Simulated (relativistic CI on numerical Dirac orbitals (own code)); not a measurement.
**Hyperfine structure of Hg72+, mass number 199**

Computed by Dirac-Coulomb-Breit CI, orbitals from a KLI potential per configuration, QED by a radiative potential, unscaled Slater integrals (own radial code, finite nucleus).

Configurations in the expansion (outside the closed core 1s2): 2s2.2p4, 2s.2p5, 2p6, 2p5.3s, 2s2.2p3.3s, 2p5.3p, 2s2.2p3.3p, 2p5.3d, 2s2.2p3.3d, 2s.2p4.3s, 2s.2p4.3p, 2s.2p4.3d, 2s2.2p3.4s, 2s2.2p3.4p, 2s2.2p3.4d, 2s2.2p3.4f. Levels of other configurations are missing.

Nuclear spin I = 1/2, μ = 0.5039 μN (tables of Stone and Pyykkö). The electronic factors are computed for point nuclear moments, without core polarisation or the Bohr-Weisskopf and QED corrections.

```tsv
Level	E (eV)	A (GHz)
2s2.2p4 3P_2	0.00	1080
2s2.2p4 3P_1	2014.18	-1417
2s2.2p4 1D_2	2032.99	3596
2s.2p5 3P°_2	2476.56	9363
2s.2p5 1P°_1	2571.65	-7194
2s.2p5 3P°_1	4545.51	22650
```

Levels with J = 0, under 50 % of one LS term, or S terms without an open s electron are left out. Small factors come from cancelling terms and can be off by tens of per cent or more.

At this charge energies of transitions that change n are usually good to better than 1 %, and those within a shell (Δn = 0) to a few per cent.

Give the hyperfine levels of 2s2.2p4 3P_1 relative to its centre of gravity.

With K = F(F + 1) − I(I + 1) − J(J + 1), E = AK/2: F = 1/2: 1417, F = 3/2: -708.6 GHz.

LS names give the leading component of a level, which can be under half, so a name can repeat, a term be missing and a line seem to break the LS rules.
